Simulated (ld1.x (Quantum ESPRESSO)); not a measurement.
## Before and after: TM potential for phosphorus

phosphorus, norm-conserving Troullier–Martins (Kleinman–Bylander form), made with ld1.x (Quantum ESPRESSO) 7.5 (LDA (PZ), scalar-relativistic). Core [Ne], reference 3s2 3p3. Waves: 3s (bound): rc 1.50 bohr; 3p (bound): rc 1.80 bohr; 3d channel at 0.35 Ry: rc 1.75 bohr. Local part: all-electron potential smoothed inside 1.35 bohr (lloc = -2). Core correction: Bessel-smoothed model core inside 1.45 bohr.

Change: all radii but the core radius scaled by about 0.86 (s 1.30, p 1.56, d 1.50 bohr); local potential all-electron potential smoothed inside 1.16 bohr (lloc = -2).

Cutoffs: the cutoffs (Ry, on a coarse ladder) from which the occupation-weighted sum of valence levels, in a spherical-Bessel basis at the reference potential, stays within 10 and 1 mRy of its value at 400 Ry; they do not see the model core or the augmentation charge, which bear on the density cutoff. Errors are all-electron minus pseudo energies relative to the spin-unpolarised reference configuration.

Problem. How do hardness, ghosts and transferability respond?

Solution. The potential gets harder (21 Ry and 50 Ry → 40 Ry and 90 Ry); the errors of the 9 common tests hardly move; neither file shows a bound ghost. A smaller radius makes the pseudo-wave follow the all-electron one further in, where it bends more sharply, so more plane waves are needed.

```tsv
quantity	base	changed
cutoff, loose	21 Ry	40 Ry
cutoff, tight	50 Ry	90 Ry
bound ghosts	none	none
error for 3s2 3p2, meV [ΔE 9.82 eV]	+3.8	+4.3
error for 3s2 3p1, meV [ΔE 29.07 eV]	+28	+31
error for 3s2 3p0, meV [ΔE 58.96 eV]	+100	+109
error for 3s1 3p3, meV [ΔE 18.89 eV]	+7.0	+7.8
error for 3s2 3p3.3, meV [ΔE -1.34 eV]	+0.2	+0.2
error for 3s2 3p2.5, meV [ΔE 3.82 eV]	+0.5	+0.7
error for 3s0 3p5, meV [ΔE 17.14 eV]	+0.3	-0.4
error for 3s2 3p3 (spin-polarised), meV [ΔE -1.51 eV]	+35	+34
error for 3s2 3p2 (spin-polarised), meV [ΔE 8.98 eV]	+26	+26
```
